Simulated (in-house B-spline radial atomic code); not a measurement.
Configurations of V6+, with energies counted from [Ne] 3s2 (3p1/2)2 (3p3/2)3. Level of theory: Dirac-Hartree-Fock, average of each configuration as written, Fermi nucleus of rms radius 3.6002 fm; calculated with a radial B-spline atomic code at the basis-set limit. Energies include first-order Breit, QED and recoil terms.

Occupations are held fixed; configurations that lie above the ionisation limit could autoionise.

```csv
configuration,E - E(ref) (eV),highest orbital,its <r> (bohr)
[Ne] 3s2 (3p1/2)2 (3p3/2)2 4s1,76.97,4s1/2,1.988
[Ne] 3s2 (3p1/2)1 (3p3/2)3 (6g7/2)1,132.48,6g7/2,6.266
[Ne] 3s2 (3p1/2)2 (3p3/2)2 (7g7/2)1,136.84,7g7/2,9.045
[He] 2s2 (2p1/2)2 (2p3/2)3 3s2 (3p1/2)1 (3p3/2)4 (5d5/2)1,615.51,5d5/2,4.084
```

Question: Order these further configurations by energy, lowest first.
A. [Ne] 3s2 (3p1/2)1 (3p3/2)3 (6f5/2)1
B. [Ne] 3s1 (3p1/2)1 (3p3/2)4 (5g7/2)1
C. [Ne] 3s2 (3p1/2)1 (3p3/2)4
D. [Ne] 3s2 (3p1/2)2 (3p3/2)2 5s1
E. [He] 2s2 (2p1/2)2 (2p3/2)3 3s2 (3p1/2)1 (3p3/2)4 5s1

Answer: C (0.96004 eV), D (109.48 eV), A (132.04 eV), B (157.86 eV), E (605.81 eV).
